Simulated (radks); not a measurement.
Question: Ionisation of the vanadium ion V+, [Ar] 3d4, to [Ar] 3d3 as the strength of local exchange is varied. Method: scalar-relativistic Kohn-Sham, Slater X-alpha exchange (alpha = 2/3 is LDA exchange), no correlation, spin-polarised, spherical densities, finite nucleus; open shells are filled with parallel spins first; Fermi nuclear charge, rms radius 3.6002 fm; computed with a radial shooting solver on a logarithmic mesh with Libxc functionals.

| alpha | E(V+) (hartree) | exchange (hartree) | IE (eV) | -e of the level emptied (eV) | <r> of it (bohr) |
|---|---|---|---|---|---|
| 0.667 | -945.08521 | -41.42562 | 14.987 | 9.220 (3d) | 1.551 |
| 0.686 | -946.26661 | -42.66078 | 15.288 | 9.456 (3d) | 1.536 |
| 0.963 | -963.66295 | -61.00764 | 20.206 | 13.476 (3d) | 1.349 |
| 1.046 | -968.93815 | -66.62700 | 21.870 | 14.896 (3d) | 1.304 |
| ? | -950.88239 | -47.50011 | 16.504 | 10.422 (3d) | 1.480 |

Which alpha was used in the last row?

Answer: alpha = 0.76. NIST Atomic Spectra Database: 14.63 eV (measured). The central value is not met in this range of alpha. Open shells are spherical and high-spin; term and fine-structure splittings are not resolved.
